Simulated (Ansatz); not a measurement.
`[SiH3][CH]1[O][GeH2]1`, relaxed with RKS PBE-D4/def2-SVP in Ansatz from a rough embedded geometry. The force threshold is 0.03 eV/Å; the program also tests the step.

Charge 0, multiplicity 1.

Start:

```xyz
10

Si   -0.646   -1.328   -0.099
C     0.763   -0.109   -0.266
O     1.143    0.357    0.929
Ge    0.119    1.697    0.110
H    -0.066   -2.663    0.155
H    -1.578   -0.979    0.892
H    -1.352   -1.422   -1.430
H     1.579   -0.243   -0.946
H     1.185    2.801   -0.196
H    -1.147    1.888    0.852
```

(1) How much energy does the relaxation release, and in how many steps? (Best estimate.)

(2) Which bonds change most? (Best estimate.)

(3) Give the relaxed structure. (An estimate is asked.)

Results:

(1) The calculation gave: 0.52 eV, in 6 steps.

(2) Ansatz gave: C2–O3 from 1.338 to 1.444 Å; Si1–H6 from 1.404 to 1.504 Å; Ge4–H10 from 1.479 to 1.539 Å; C2–H8 from 1.071 to 1.115 Å.

(3) The calculation gave: 
```xyz
10

Si   -0.653   -1.434   -0.178
C     0.675   -0.084   -0.268
O     1.206    0.364    0.998
Ge    0.238    1.741    0.193
H    -0.059   -2.731    0.303
H    -1.720   -0.999    0.789
H    -1.256   -1.646   -1.542
H     1.432   -0.187   -1.080
H     1.169    2.900   -0.210
H    -1.033    2.075    0.994
```
